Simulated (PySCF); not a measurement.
This PySCF input asks for the NMR shieldings of `[BH3-][O+](C)[C@@H](OC(F)(F)F)C(F)F`, C$_{4}$H$_{8}$BF$_{5}$O$_{2}$; the geometry comes from GFN2-xTB.

```python
import basis_set_exchange as bse
import numpy as np
from pyscf import gto, dft
from pyscf.prop import nmr

atoms = """
B    -1.698155   -0.040012   -1.031727
O    -0.553131   -0.409285    0.206243
C    -1.175450   -0.606360    1.473726
C     0.610866    0.364182    0.226175
O     1.440371   -0.013928   -0.851773
C     1.949323   -1.249575   -0.815478
F     2.549934   -1.522265    0.357843
F     1.053742   -2.219445   -0.987297
F     2.858155   -1.367484   -1.763877
C     0.383334    1.881930    0.044427
F    -0.393402    2.335418    1.049682
F     1.565588    2.514602    0.161723
H    -2.289170    0.900347   -0.619519
H    -2.318977   -1.040040   -1.077349
H    -1.024204    0.165337   -1.979576
H    -0.452917   -1.019264    2.182116
H    -1.974080   -1.322679    1.295478
H    -1.600706    0.321192    1.860961
H     1.140479    0.210557    1.184578
H    -0.076747    2.127453   -0.919394
"""
names = dict.fromkeys(["B", "O", "C", "F", "H"], "pcSseg-1")
basis = {el: gto.basis.parse(bse.get_basis(n, elements=[el], fmt="nwchem")) for el, n in names.items()}
mol = gto.M(atom=atoms, basis=basis, charge=0, verbose=0)
mf = dft.RKS(mol, xc="PBE0")
mf.grids.level = 2
mf.grids.alignment = dft.numint.BLKSIZE   # the property module wants whole blocks of grid points
mf.conv_tol = 1e-9
mf.kernel()

calc = nmr.RKS(mf)   # GIAO
C = mf.mo_coeff
Co = C[:, mf.mo_occ > 0]
resp = mf.gen_response(singlet=True, hermi=2)
def vind(x):   # induced exchange potential for any number of trial vectors
    d = np.einsum("pi,xij,qj->xpq", C, 2 * x.reshape(-1, C.shape[1], Co.shape[1]), Co, optimize=True)
    return np.einsum("xpq,pi,qj->xij", resp(d - d.transpose(0, 2, 1)), C, Co, optimize=True).ravel()
mo1, _ = nmr.rhf.solve_mo1(calc, with_cphf=vind)
sigma = calc.kernel(mo1)
for i, s in enumerate(sigma):   # ppm
    w = np.linalg.eigvalsh((s + s.T) / 2)
    print("%2d %-2s iso %8.1f  s11 %8.1f  s22 %8.1f  s33 %8.1f" % (i, mol.atom_pure_symbol(i), w.mean(), *w))
```

Problem. What are the results?

Solution. 
```
 0 B  iso     96.1  s11     67.3  s22     68.7  s33    152.2
 1 O  iso    289.6  s11    233.2  s22    292.1  s33    343.5
 2 C  iso    119.9  s11     82.7  s22     92.7  s33    184.3
 3 C  iso     83.9  s11     65.4  s22     83.5  s33    102.9
 4 O  iso    185.4  s11    157.7  s22    182.1  s33    216.3
 5 C  iso     56.7  s11     51.5  s22     55.7  s33     62.9
 6 F  iso    251.4  s11    165.2  s22    229.3  s33    359.8
 7 F  iso    236.5  s11    167.4  s22    200.5  s33    341.5
 8 F  iso    245.8  s11    184.3  s22    205.4  s33    347.9
 9 C  iso     68.5  s11     51.6  s22     69.3  s33     84.5
10 F  iso    322.8  s11    227.0  s22    342.8  s33    398.7
11 F  iso    317.8  s11    213.1  s22    339.7  s33    400.7
12 H  iso     28.3  s11     24.2  s22     26.5  s33     34.3
13 H  iso     28.3  s11     24.9  s22     26.1  s33     33.8
14 H  iso     28.0  s11     23.9  s22     25.7  s33     34.4
15 H  iso     28.1  s11     24.0  s22     25.8  s33     34.5
16 H  iso     27.4  s11     23.6  s22     24.9  s33     33.7
17 H  iso     27.6  s11     23.2  s22     26.4  s33     33.1
18 H  iso     26.7  s11     24.2  s22     27.8  s33     28.0
19 H  iso     24.8  s11     23.0  s22     24.9  s33     26.5
```

These numbers come from an equivalent density-fitted implementation of the same equations, which agrees with the script to about 0.01 ppm for H and up to a few tenths of a ppm for heavy atoms, so last digits may differ.

Size and cost of the density-fitted run: 244 basis functions, 63 s wall time on 1 thread of an Arm Neoverse V1, shared host.
